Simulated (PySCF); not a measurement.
CH5FO2SSi.

```xyz
11

C     -2.3498    -0.2873    -0.1576
S     -1.0182     0.7913    -0.8389
Si     0.6340    -0.0830     0.1500
O      0.9685    -1.5659    -0.4723
O      1.9716     0.8698     0.0358
F      0.2500    -0.2699     1.7223
H     -2.3525    -0.2526     0.9395
H     -2.2208    -1.3217    -0.5029
H     -3.2990     0.1087    -0.5412
H      1.6891    -2.0625    -0.0646
H      1.9261     1.7500     0.4279
```

The structure is a stationary point at B3LYP-D3(BJ)/def2-SVP. The values are those of a single conformer.

Computed with PBE/pcSseg-1 (PySCF). Non-relativistic, no solvent.

**Question.** Give the absolute GIAO shielding of each atom: isotropic value and principal components (ppm). (Estimate from the structure and the level; the computed values follow.)

**Answer.** 
```
atom  σ(iso)    σ11    σ22    σ33   span
----  ------  -----  -----  -----  -----
C1     165.0  153.0  155.6  186.4   33.4
S2     645.0  564.8  583.7  786.6  221.7
Si3    368.0  326.9  383.5  393.6   66.7
O4     270.4  237.1  258.7  315.5   78.4
O5     256.6  224.4  242.2  303.3   79.0
F6     282.3  218.9  262.9  365.2  146.3
H7      29.0   23.3   28.0   35.8   12.6
H8      29.0   23.4   27.3   36.2   12.9
H9      29.4   24.0   26.5   37.7   13.7
H10     29.0   21.2   23.0   42.7   21.5
H11     29.1   21.7   24.2   41.4   19.7
```
